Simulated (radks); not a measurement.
Results of a calculation; reference values are marked as such.
Problem. All-electron atom: Ti X in [Ne] 3s2 3p(1/2: 1, 3/2: 0). Code: a radial shooting solver on a logarithmic mesh with Libxc functionals. Model: Dirac Kohn-Sham, relativistic LDA (MacDonald-Vosko exchange, VWN5 correlation), spin-unpolarised, spherical densities, finite nucleus; Fermi nuclear charge, rms radius 3.5921 fm. Some entries of the table are withheld. Estimate them.

| orbital | occ. | eigenvalue (eV) | <r> (bohr) |
|---|---|---|---|
| 1s1/2 | 2 | -5056.090 | (1) |
| 2s1/2 | 2 | -735.2969 | 0.3234 |
| 2p1/2 | 2 | -649.8528 | 0.2855 |
| 2p3/2 | 4 | -643.9946 | 0.2881 |
| 3s1/2 | 2 | -228.5602 | 0.8814 |
| 3p1/2 | 1 | (2) | 0.8878 |
| 3p3/2 | 0 | (3) | 0.8923 |

Solution. 
(1) 1s1/2 <r> (bohr): 0.06980
(2) 3p1/2 eigenvalue (eV): -203.8152
(3) 3p3/2 eigenvalue (eV): -202.7850
